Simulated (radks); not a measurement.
The numbers below are computed, except where a source is named.
Orbital eigenvalues (eV) of the europium ion Eu+, [Xe] 4f7 6s1, at several levels of relativity; Dirac values are averaged over j with weights 2j + 1. Spin-unpolarised spherical Kohn-Sham, PBE, point nucleus unless stated (finite: rms radius 5.1115 fm), a radial shooting solver on a logarithmic mesh with Libxc functionals. A level marked "c x" has the speed of light scaled by that factor and shares open shells by 2j + 1; other Dirac levels either fill j = l - 1/2 first or share by 2j + 1.

shell  non-rel.  scalar-rel.  Dirac, c x 0.85  Dirac, c x 2  change of magnitude, last against first (%)
2s      -7227.6      -7949.3          -8266.2       -7388.5                                        +2.23
2p      -6870.2      -7082.8          -7200.0       -6922.7                                        +0.76
3s      -1587.5      -1754.1          -1827.1       -1624.7                                        +2.34
3p      -1429.2      -1484.4          -1513.2       -1442.8                                        +0.95
3d      -1134.4      -1124.2          -1116.9       -1131.5                                        -0.25
4s      -313.54      -353.16          -370.95       -322.33                                        +2.81
4p      -252.14      -264.49          -271.29       -255.16                                        +1.20
4d      -143.05      -141.00          -139.88       -142.48                                        -0.40
5s      -45.208      -50.914          -53.662       -46.428                                        +2.70
5p      -29.103      -30.007          -30.723       -29.311                                        +0.71
4f      -12.105      -8.9012          -7.7732       -11.266                                        -6.93
6s      -8.0237      -8.5269          -8.7918       -8.1295                                        +1.32
